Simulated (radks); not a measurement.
Values are calculated unless marked as measured or tabulated.
Spherical quantum dot in the effective-mass picture: electrons in a hard-walled sphere of radius 4.12, all in effective atomic units (hartree* = m*/eps^2 hartree, bohr* = eps/m* bohr), one dielectric constant everywhere. Level of theory: non-relativistic Kohn-Sham, exchange-only LDA, spin-polarised, spherical densities (a radial shooting solver with Libxc functionals). Levels are named by radial order and angular momentum (1s, 1p, 1d, 2s, ...), and open shells are averaged over m. Each electron was tried in the lowest free levels, single moves between levels near the top were tried too, and the lowest total energy was kept; such a search can miss a lower state. At N = 1 the Hartree and exchange-correlation terms need not cancel, so that row can carry a self-interaction error.

N,open shells,2S,E (hartree*),mu = E(N) - E(N-1) (hartree*),addition energy mu(N+1) - mu(N) (hartree*),rms radius (bohr*)
1,"1s(up 1, down 0)",1,0.319619,0.31962,0.4151,2.219
2,none,0,1.05438,0.73476,0.5439,2.325
3,"1p(up 1, down 0)",1,2.33302,1.2786,0.2971,2.470
4,"1p(up 2, down 0)",2,3.90874,1.5757,0.3052,2.552
5,"1p(up 3, down 0)",3,5.78964,1.8809,0.4184,2.610
6,"1p(up 3, down 1)",2,8.08899,2.2993,0.2845,2.657
7,"1p(up 3, down 2)",1,10.6728,2.5838,0.2938,2.695
8,none,0,13.5504,2.8776,0.6000,2.727
9,"1d(up 1, down 0)",1,17.0280,3.4776,0.2888,2.765
10,"1d(up 2, down 0)",2,20.7944,3.7664,0.2906,2.797
11,"1d(up 3, down 0)",3,24.8514,4.0570,0.2916,2.825
12,"1d(up 4, down 0)",4,29.2000,4.3486,0.2922,2.849
13,"1d(up 5, down 0)",5,33.8408,4.6408,0.3931,2.871
14,"1d(up 5, down 1)",4,38.8748,5.0339,0.2826,2.891
15,"1d(up 5, down 2)",3,44.1913,5.3165,0.2847,2.908
16,"1d(up 5, down 3)",2,49.7924,5.6012,0.2860,2.925
17,"1d(up 5, down 4)",1,55.6796,5.8872,0.2868,2.940
18,none,0,61.8536,6.1740,0.6529,2.954
19,"1f(up 1, down 0)",1,68.6805,6.8269,0.2826,2.970
20,"1f(up 2, down 0)",2,75.7900,7.1095,0.2831,2.984
21,"1f(up 3, down 0)",3,83.1826,7.3926,0.2835,2.998
22,"1f(up 4, down 0)",4,90.8587,7.6761,0.2837,3.010
23,"1f(up 5, down 0)",5,98.8185,7.9598,-,3.022

All shells are closed at N = 2, 8, 18 (there: 1s2 1p6 1d10); the second difference of the energy has clear peaks (12 % above both neighbours; the first and last values, which can be the largest, are not judged, and half-filled shells can peak too) at N = 2, 5, 8, 13, 18.
